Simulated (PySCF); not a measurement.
## Stretching AgBr

Set-up: basis Ag cc-pVDZ-PP with ECP28, Br cc-pVDZ-PP with ECP10; scalar-relativistic core potentials; PySCF 2.14. Energies in eV from Ag (4d10 5s1) + Br in their ground configurations at the same level. All curves are PBE0. state 1: ¹Σ⁺ (singlet), closed shell; state 2: ³Π (triplet), unpaired electrons σ ↑, π ↑, a second solution, started from another occupation.

```
R (Å)  state 1  state 2
2.082   -1.919   1.3124
2.179   -2.447   0.7236
2.276   -2.723   0.3687
2.348   -2.815   0.2046
2.421   -2.836   0.0999
2.494   -2.806   0.0356
2.591   -2.710  -0.0103
2.712   -2.532  -0.0329
2.857   -2.275  -0.0394
3.050   -1.910  -0.0399
```

**Question.** Put a parabola through the three lowest points of the state 1 curve and estimate Re, k and ωe (reduced mass 45.4 u; 1 eV/Å² = 0.16022 mdyn/Å; ωe = 1302.8·√(k/μ) cm⁻¹).

**Answer.** Through R = 2.348, 2.421, 2.494 Å the second-order coefficient is 4.79 eV/Å², so Re ≈ 2.415 Å, k ≈ 1.53 mdyn/Å and ωe ≈ 239 cm⁻¹. A polynomial fit of higher order to the unrounded PBE0 energies gives Re = 2.411 Å, k = 1.62 mdyn/Å, ωe = 246 cm⁻¹; anharmonicity and rounding make the difference.

The higher-order fit for each curve: state 1: Re = 2.411 Å, ωe = 246 cm⁻¹, De = 2.84 eV. State 2 gave no clean fit.

Spin–orbit coupling is left out, which matters for elements this heavy, above all for dissociation energies. Counting both spins, an empty level lies below a filled one in some of these solutions, because spin and occupation are held.
